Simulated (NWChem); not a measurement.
A calculation on diphosphane (H₄P₂)

SMILES: PP
```xyz
6

P      1.0086     0.5217     0.0000
P     -1.0086    -0.5217     0.0000
H      1.5409    -0.3163     1.0313
H      1.5409    -0.3163    -1.0313
H     -1.5409     0.3163     1.0313
H     -1.5409     0.3163    -1.0313
```
Charge 0, spin multiplicity 1.

The numbers come from NWChem runs, not from measurements. Structure: optimised with B3LYP/def2-SVP, a minimum by its harmonic frequencies. It is one conformer; others weren't searched.

Symmetry labels belong to the abelian group C2h used in the runs, with the axes of the coordinates shown.

Q: List the lowest 4 singlet excitations that TD-PBE/aug-cc-pVDZ gives, with oscillator strengths.

A: 
| state | symmetry | energy (eV) | wavelength (nm) | f |
|---|---|---|---|---|
| 1 | ag | 5.00 | 248 | 0.000 |
| 2 | bu | 5.09 | 244 | 0.171 |
| 3 | bg | 5.63 | 220 | 0.000 |
| 4 | au | 5.86 | 212 | 0.014 |
